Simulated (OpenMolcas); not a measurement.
**How methods differ on SiCl3 (SMILES Cl[Si](Cl)Cl)**

SiCl3 has 4 atoms, charge 0, and is taken as a doublet. SMILES: `Cl[Si](Cl)Cl`. The coordinates come from a PBE0-D4/def2-TZVP relaxation.

Quantity: the vertical energy of the quartet above the doublet, in eV. The values are calculated.

```tsv
level	kind	program	value (eV)	CPU time (all runs)
UHF/aug-cc-pVDZ	Hartree–Fock	OpenMolcas	8.91	56 s
USVWN5/aug-cc-pVDZ	LDA	OpenMolcas	6.91	1.7 min
U-revPBE/aug-cc-pVDZ	GGA	OpenMolcas	6.87	2.1 min
UM06-L/aug-cc-pVDZ	meta-GGA	OpenMolcas	7.51	3.3 min
UTPSS/aug-cc-pVDZ	meta-GGA	OpenMolcas	7.01	3.2 min
UB3LYP/aug-cc-pVDZ	global hybrid	OpenMolcas	7.35	3.6 min
UM06-2X/aug-cc-pVDZ	hybrid meta-GGA	OpenMolcas	8.00	4.9 min
UPBE0/aug-cc-pVDZ	global hybrid	OpenMolcas	7.46	3.7 min
```

The values span 6.87 to 8.91 eV. Times are those of the runs behind each value, whatever else they computed, on shared processors of several kinds: orders of magnitude only.
